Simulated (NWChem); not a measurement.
# C₂H₄O₂Si; SMILES O=C1C[SiH2]O1

```xyz
9

O      0.1043     2.1123     0.0000
C      0.0143     0.9280     0.0000
C     -1.2191     0.0088     0.0000
Si     0.0723    -1.3538     0.0000
O      1.0705     0.0585     0.0000
H     -1.8433     0.1529    -0.8938
H     -1.8433     0.1529     0.8938
H      0.2524    -2.1702    -1.2275
H      0.2524    -2.1702     1.2275
```
Atoms are numbered in this order, from 1.

Results from NWChem. Coordinates come from a PBE0/def2-SVP optimisation. Level PBE/def2-SVP: energy and gradient on several grids; changes count from the extra-fine grid, which is no exact limit either.

```csv
grid,size of the energy change (μHa),largest change of a gradient component (μHa/bohr),"time, medium = 1 (rough)"
xcoarse,1000,4000,about 1
coarse,20,400,about 1
medium,< 10,100,about 1
fine,< 10,< 30,about 1
xfine,< 10,< 30,2
```
